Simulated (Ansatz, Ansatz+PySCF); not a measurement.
```xyz
2

F     0.0000    0.0000   -1.3764
F     0.0000    0.0000    1.3764
```

Basis set: cc-pVDZ (spherical functions). Frozen core: 2 orbitals. Charge 0, multiplicity 1.

Computed with Ansatz (development build ahead of 0.2.0); each method stands on the lowest determinant of its kind that the runs found. Restricted open shells among the atoms or ions are ROHF, correlated in semicanonical orbitals with singles. Restricted functionals stand beside restricted open-shell atoms, which can lie above the unrestricted atoms usual in DFT and then raise those values.

The atomization energy at this shape (free ground-state atoms in the same class of orbitals less the molecule, no zero-point energy) of singlet F2:

| method | atomization energy |
| --- | --- |
| ωB97X (unrestricted) | 3.1 kJ/mol |
| r²SCAN (unrestricted) | 4.9 kJ/mol |
| r²SCAN (restricted) | -224.9 kJ/mol |
| PBE0 (unrestricted) | 3.5 kJ/mol |
| ωB97X (restricted) | -355.9 kJ/mol |
| PBE (unrestricted) | 7.1 kJ/mol |
| PBE0 (restricted) | -309.7 kJ/mol |
| RHF-CCSD(T) | 55.1 kJ/mol |
| RHF-MP2 | 29.8 kJ/mol |
| UHF | 1.0 kJ/mol |
| RHF | -831.0 kJ/mol |
| RHF-CCSD | -115.3 kJ/mol |

Problem. What does PBE (restricted) give?

Solution. -130.5 kJ/mol. Caution: the shape is not the minimum. Caution for ωB97X (unrestricted), PBE0 (unrestricted), UHF: the determinant breaks the point group; the unrestricted determinant is a mixture of spin states. Caution for r²SCAN (unrestricted), PBE (unrestricted): the unrestricted determinant is spin contaminated. Caution for r²SCAN (restricted), ωB97X (restricted), PBE (restricted), PBE0 (restricted), RHF-CCSD(T), RHF-MP2, RHF, RHF-CCSD: an unrestricted determinant lies well below. Caution for r²SCAN (restricted), ωB97X (restricted), PBE (restricted), PBE0 (restricted), RHF, RHF-CCSD: the molecule lies well above its atoms at this level. Caution for RHF-CCSD(T), RHF-MP2, RHF-CCSD: large amplitudes, a single reference is doubtful. Caution for RHF-CCSD(T): the program doubts this total.
